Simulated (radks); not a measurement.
Task: The cadmium ion Cd2+, [Kr] 4d10. All-electron calculation, non-relativistic Kohn-Sham, PBE, spin-polarised, spherical densities, point nucleus. Program: a radial shooting solver on a logarithmic mesh with Libxc functionals. Every spin shell is full or empty, so the densities are truly spherical. Functionals are evaluated on that one density, not self-consistently. Rank these orbital-free kinetic functionals by their error against the exact value of the orbitals, and give that value: Thomas-Fermi, von Weizsacker, TF + vW, TF + vW/9, TF + vW/5, APBEK, revAPBEK, Perdew 92, Thakkar, Pearson, LKT, PG1, Ernzerhof.

Result: Exact: 5463.91 hartree. From best to worst, with 100 (|E| - |E exact|)/|E exact| (equal figures are ties): APBEK +0.13, revAPBEK +0.31, Ernzerhof -0.38, Thakkar -0.55, Perdew 92 -0.66, TF + vW/9 -0.67, Pearson -0.92, TF + vW/5 +3.07, Thomas-Fermi -5.35, PG1 +15.34, LKT +19.51, TF + vW +36.77, von Weizsacker -57.88.
